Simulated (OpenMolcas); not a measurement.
Multiplet structure of Se VI

| Quantity | Value |
| --- | --- |
| Program | OpenMolcas 26.06 |
| Method | SS-CASPT2, IPEA 0.25 Eh, imaginary shift 0.1 Eh (closed shells correlated: 3d) |
| Basis | ANO-RCC-VQZP [7s6p4d2f1g] |
| Scalar Hamiltonian | DKH2, point nucleus |
| Active space | 1 electron in 4 orbitals (4s 4p) |
| State averaging | 2S+1 = 2 even, 1 root; 2S+1 = 2 odd, 3 roots |
| Spin-orbit coupling | RASSI with atomic mean-field integrals over the reference wave functions, term energies averaged over their components |

Spin-free terms above the lowest, with the occupations of the reference:

| Configuration | Term | E (cm-1) | Occupations |
| --- | --- | --- | --- |
| 4s | 2S | 0.0 | 4s 1.00 |
| 4p | 2P* | 115333 | 4p 1.00 |

With spin-orbit coupling, above the lowest level:

| Configuration | Term | J | E (cm-1) | Measured (cm-1) | g | Term weight % |
| --- | --- | --- | --- | --- | --- | --- |
| 4s | 2S | 1/2 | 0.0 | 0.0 | 2.002 | 100 |
| 4p | 2P* | 1/2 | 112039 | 112762 | 0.666 | 100 |
| 4p | 2P* | 3/2 | 116980 | 118462 | 1.334 | 100 |

Against the 2 measured excited levels shown (Moore, Atomic Energy Levels, vol. II, NSRDS-NBS 35 (1971 reprint of NBS Circular 467, 1952)) the mean absolute deviation is 1100 cm-1; the largest miss in energy is 4p 2P* 3/2: computed 116980, measured 118462 cm-1 (-1.3 %).

With one active electron, CASPT2 adds the correlation within the correlated inactive shells and between them and that electron, and leaves the splitting within a term as the reference gives it. Measured partners are found by configuration, term and J. A level has none where our copy of the source lacks it or the pairing is in doubt (some pairs that miss far off the trend of their configuration count as doubtful), and it then counts in no deviation. Levels of configurations outside the active space are missing.

The term weight is that of the spin-free term in the level, not the purity of its configuration. * marks odd parity.
